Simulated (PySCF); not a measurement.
## Hg (mercury, neutral) across methods

[Xe] 4f14 5d9 6s2 6p1, one real determinant (an excited configuration). All numbers are calculated (PySCF 2.14, a scalar-relativistic core potential, in aug-cc-pVDZ-PP with ECP60MDF (5s5p4d2f, 54 functions)).

```
   method  E (hartree)  mean ε 6s α (eV)  mean ε 6s β (eV)  mean ε 6p α (eV)  Σ⟨r²⟩ (bohr²)   ⟨S²⟩
  r2SCAN0    -153.1565           -10.766            -9.632            -3.853          62.69  2.004
      PBE    -153.1809            -9.498            -8.738            -2.927          63.52  2.001
      LDA    -152.9200            -9.786            -9.118            -3.001          63.23  2.001
      UHF   -152.21884           -12.715           -10.747            -5.498          63.96  2.008
  wB97M-V    -153.0627           -12.659           -11.500            -5.440          62.97  2.002
     PBE0    -153.1431           -10.511            -9.481            -3.691          63.07  2.002
CAM-B3LYP    -153.1101           -11.812           -10.808            -4.688          62.98  2.002
    TPSSh    -153.0985            -9.906            -8.920            -3.251          63.02  2.002
```

(1) Estimate the same row for r2SCAN.

⟨L²⟩ = 7.99 against 12 for a pure F term, so this real determinant mixes terms. Energies and moments cover only the electrons outside the core potential. Spin-orbit coupling, absent here, splits the open shell strongly.

Answers

(1) E (hartree) = -153.2113; mean ε 6s α (eV) = -9.796; mean ε 6s β (eV) = -8.861; mean ε 6p α (eV) = -3.142; Σ⟨r²⟩ (bohr²) = 62.81; ⟨S²⟩ = 2.003.
